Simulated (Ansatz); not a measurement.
BrCs, charge -1, doublet, at the geometry of the source list (a state made from the parent by changing its charge; the spin is typed, not shown lowest) (core potentials on Cs) (a gas-phase anion, which may not be bound at this level), atoms displaced at random by about 0.03 Å a coordinate; HF/def2-SVP, gradient in Ansatz (a first-principles code).

Ansatz was given this input:
Ansatz 0.2 input:
```yaml
crystal:
  periodic: [false, false, false]
  atoms:
    - {symbol: Cs, position_ang: [-1.03963163, -0.73086188, -0.83073593]}
    - {symbol: Br, position_ang: [0.90961815, 0.73897065, 0.91996514]}
basis:
  gaussian:
    orbitals: def2-SVP
hamiltonian:
  xc: hf
total_charge: -1
magnetization: {spin_polarized: true, initial_magnetization: 1}
output: {forces: true}
```

Q: Predict the main parts of the log of this Ansatz run.

A: 
```
Functional definition: HF
532 factors; integrals over basis functions are off by at most 3.5e-4 eV
mean field evaluation 1: about -70532.9246 eV, gradient 8.1e0 eV
mean field evaluation 2: about -70533.0093 eV, gradient 8.0e0 eV
mean field evaluation 4: about -70533.3743 eV, gradient 7.9e-1 eV
mean field evaluation 8: about -70533.4031 eV, gradient 1.3e-1 eV
mean field evaluation 16: about -70533.4045 eV, gradient 2.3e-5 eV
mean field evaluation 32: about -70532.5018 eV, gradient 2.9e-1 eV
mean field evaluation 64: about -70532.4746 eV, gradient 4.9e-1 eV
mean field -70533.40446305 eV, -2592.0548047585 hartree, gradient 2.3e-5 eV, S^2 0.750159; 2 other end points of the search recorded, 0 dependent functions left out
the calculation of the forces begins
reference -70533.40446305 eV, -2592.0548047585 hartree; 23, 22 occupied and 33, 34 virtual orbitals, 532 factors
Total energy: -70533.40446305 eV, -2592.0548047585 hartree
Atom 0 at    -1.039632    -0.730862    -0.830736 Å, force    -1.039261    -0.783655    -0.933403 eV/Å
Atom 1 at     0.909618     0.738971     0.919965 Å, force     1.039261     0.783655     0.933403 eV/Å
Dipole moment:     0.566696     0.427317     0.508973 e Å
```
